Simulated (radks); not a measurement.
Sc8+, configuration [Ne] 3s2 3p1 (the NIST ground configuration). All-electron calculation, non-relativistic Kohn-Sham, PBE, spin-polarised, spherical densities, point nucleus; open shells are filled with parallel spins first. Program: a radial shooting solver on a logarithmic mesh with Libxc functionals. Some entries of the table are withheld. Estimate them.

orbital  occ.  eigenvalue (eV)  <r^2> (bohr^2)
1s up       1        -4545.550        0.007266
1s down     1        -4545.076        0.007265
2s up       1        -634.7158          0.1394
2s down     1        -634.2623          0.1393
2p up       3        -554.2737          0.1149
2p down     3        -553.6517          0.1148
3s up       1        -191.9091           1.025
3s down     1        -188.9798           1.030
3p up       1        -169.1544             (1)
3p down     0        -166.3059             (2)

Answer. 
(1) 3p up <r^2> (bohr^2): 1.071
(2) 3p down <r^2> (bohr^2): 1.078
